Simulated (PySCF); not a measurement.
PySCF input file for AlCl2, SMILES [Cl][Al][Cl], multiplicity 2, B3LYP-D3(BJ)/def2-TZVP. Coordinates come from a B3LYP-D3(BJ)/def2-TZVP optimisation. The multiplicity is an assumed one; other spin states were not compared. The isomer is the one that the SMILES or the coordinates give; other isomers of the formula were not compared.

```python
import numpy as np
from pyscf import gto, scf, dft
from pyscf.hessian import thermo

mol = gto.M(
    atom='''
    Al    0.00000000    0.00000000    0.77718102
    Cl    0.00000000    1.82064144   -0.29715745
    Cl    0.00000000   -1.82064144   -0.29715745
    ''',
    basis='def2-TZVP',
    charge=0,
    spin=1,
    max_memory=1600,
    verbose=3,
)
mf = dft.UKS(mol, xc='b3lyp').density_fit(auxbasis='def2-universal-jkfit')
mf.disp = 'd3bj'
mf.grids.level = 3
mf.conv_tol = 1e-11
mf.max_cycle = 100
mf.kernel()
fine, coarse = mf.grids, dft.Grids(mol).set(level=1).build(with_non0tab=True)
for _ in range(3):  # follow internal instabilities
    mf.grids = coarse
    mo, _, stable, _ = mf.stability(return_status=True, nroots=4)
    mf.grids = fine
    if stable:
        break
    mf.kernel(mf.make_rdm1(mo, mf.mo_occ))

# [left out here: the lines that compute and print the analytic Hessian (its translational invariance restored by hand, since the grid's response is missing), thermochemistry and intensities]
```

Output:

```

WARN: HOMO -0.178994814889826 >= LUMO -0.178994814889823

converged SCF energy = -1163.0217417186  <S^2> = 0.7516001  2S+1 = 2.0015995
<class 'pyscf.df.df_jk.DFUKS'> wavefunction is stable in the internal stability analysis

WARN: DFTD3 does not support analytical Hessian, using finite difference


WARN: Mole.unit (angstrom) is changed to Bohr

Mode                                 0                   1                   2
Irrep
Freq [cm^-1]                      143.3467            444.4185            556.5631
Reduced mass [au]                  32.6158             31.0843             29.3598
Force const [Dyne/A]                0.3949              3.6172              5.3584
Char temp [K]                     206.2439            639.4193            800.7704
Normal mode                   x     y     z       x     y     z       x     y     z
       0  Al                 0.00 -0.00  0.10   -0.00 -0.00 -0.13    0.00  0.16 -0.00
       1  Cl                 0.00 -0.09 -0.04   -0.00 -0.07  0.05   -0.00 -0.06  0.04
       2  Cl                 0.00  0.09 -0.04   -0.00  0.07  0.05   -0.00 -0.06 -0.04
temperature 298.1500 [K]
pressure 101325.00 [Pa]
Rotational constants [GHz] 22.40386 2.15041 1.96209
Symmetry number 2
Zero-point energy (ZPE) 0.00261 [Eh]   6844.603 [J/mol]
                           tot       elec      trans        rot        vib
Entropy [J/mol/K]       290.328      5.763    165.913    101.488     17.164
Cv [J/mol/K]             43.388      0.000     12.472     12.472     18.445
Cp [J/mol/K]             51.702      0.000     20.786     12.472     18.445
Internal energy [J/mol]                      3718.434   3718.434   9756.488
Internal energy [Eh]   -1163.01519  -1163.02174
Enthalpy [J/mol]                             6197.391   3718.434   9756.488
Enthalpy [Eh]          -1163.01425
Gibbs free energy [J/mol]                  -43269.579 -26540.274   4639.052
Gibbs free energy [Eh] -1163.04722
mode   freq/cm-1   IR/(km/mol)
   1      143.35         6.973
   2      444.42        45.298
   3      556.56       164.077
max |gradient| / (hartree/bohr): 2.9902561086234775e-05
APT charges: [ 1.0136 -0.5068 -0.5068]
```

The calculation finished and met its thresholds.

Cost: about 100 core-seconds (a rough figure).
